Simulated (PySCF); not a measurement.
Species: C6H8P (charge -1).
Atom-mapped SMILES: `[CH3:1][c:2]1[cH:3][cH:4][c:5]([CH3:6])[p-:7]1` (hydrogens: H8, H9, H10 on C1; H11 on C3; H12 on C4; H13, H14, H15 on C6)

All values: PBE0/pcSseg-1 (PySCF, non-relativistic), on one gas-phase PBE0-D3(BJ)/def2-SVP geometry that isn't relaxed in the solvent. The solvent is an IEF-PCM continuum (cavity from Bondi-type radii × 1.2). Specific hydrogen bonds and non-electrostatic terms are outside this model.

Gas phase at PBE0/pcSseg-1: HOMO -0.26 eV, LUMO 5.42 eV.

Question: What does the continuum do to the energy and the frontier levels at PBE0/pcSseg-1 in chloroform and dichloromethane?

Answer: 
```csv
solvent,ε,E(solvent) − E(gas) (kJ/mol),polarisation term (kJ/mol),distortion of the solute (kJ/mol),HOMO (eV),LUMO (eV)
chloroform,4.711,-181.07,-187.12,6.05,-3.85,2.00
dichloromethane,8.93,-207.17,-215.99,8.82,-4.35,1.53
```

The first energy column is the sum of the next two and covers electrostatics alone. From chloroform to dichloromethane the lowering changes by a factor 1.14, Born's factor 1 − 1/ε by 1.13 and ε itself by 1.9.

Question: Which radius a makes Born's formula ΔE = −(q²/2a)(1 − 1/ε) give the value in dichloromethane?

Answer: a = q²(1 − 1/ε)/(2|ΔE|) = 2.98 Å, with q = -1 e and |ΔE| = 0.0789 Eh; the farthest nucleus lies 3.37 Å from the centroid of the nuclei. The formula assumes a point charge at the centre of a sphere.

Question: Which IAO charges (PBE0/pcSseg-1) respond most in chloroform (means over atoms taken as equivalent)?

Answer: 
```tsv
atoms	environment	gas (e)	solvent (e)	change
P7	phosphorus bonded to 2 C	-0.019	-0.079	-0.060
H11/H12	aromatic hydrogen	+0.091	+0.108	+0.017
H8 (×6)	methyl hydrogen	+0.112	+0.126	+0.014
C1/C6	benzylic-type carbon	-0.394	-0.407	-0.013
C3/C4	aromatic CH carbon	-0.249	-0.261	-0.012
C2/C5	substituted aromatic carbon	-0.275	-0.277	-0.002
```
